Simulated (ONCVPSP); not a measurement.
Which change was made? (S, ONCV)

ONCVPSP 4.0.1 input, shortened (lines: element, Z, core and valence counts, functional; n l f; lmax; l rc ep ncon nbas qcut; lloc lpopt rc5 dvloc0; l nproj debl; icmod fcfact rcfact), PBE, scalar-relativistic:

```
  S 16.00    3    2        4      upf
    1    0    2.00
    2    0    2.00
    2    1    6.00
    3    0    2.00
    3    1    2.00
    2
    0    1.15    0.00    3    6    6.20
    1    1.15    0.00    4    8    6.20
    2    1.45    0.28    4    7    6.80
    1    5    1.15    0.00
    0    3    1.70
    1    0    0.40
    2    1    0.40
    3    2.50    1.55
```

In the d channel the program set the typed energies aside and used 0.050 Ha.

Cutoffs, loose and tight: the cutoffs (Ha) at which the residual kinetic energy of the hardest occupied pseudo-wave falls to 1 and 0.1 mHa per electron. They do not see the model core or the augmentation charge, which bear on the density cutoff. Test errors are all-electron minus pseudo excitation energies from the reference, over the configurations 3s2 3p4; 3s2 3p3; 3s2 3p1; 3s2 3p0; variants that change the core or the reference have their own tests.

The base gives: outcome: generated, projector energies reset by the program; cutoff, loose: 77 Ha; cutoff, tight: 151 Ha; bound ghosts: s; GHOST(+) flags above zero: s; largest test error (meV): +17.

Problem. After one change the result is: outcome: generated, projector energies reset by the program; cutoff, loose: 77 Ha; cutoff, tight: 151 Ha; bound ghosts: s; GHOST(+) flags above zero: s; largest test error (meV): -93. Which change was it?
A. core correction Teter function, fcfact 2.5, rcfact 1.74
B. core correction Teter function, fcfact 2.5, rcfact 1.9
C. core correction Teter function, fcfact 2.5, rcfact 1.38

Solution. A. The others give: core correction Teter function, fcfact 2.5, rcfact 1.9 → outcome: generated, projector energies reset by the program; cutoff, loose: 77 Ha; cutoff, tight: 151 Ha; bound ghosts: s; GHOST(+) flags above zero: s; largest test error (meV): -203 | core correction Teter function, fcfact 2.5, rcfact 1.38 → outcome: generated, projector energies reset by the program; cutoff, loose: 77 Ha; cutoff, tight: 151 Ha; bound ghosts: s; GHOST(+) flags above zero: s; largest test error (meV): +29.
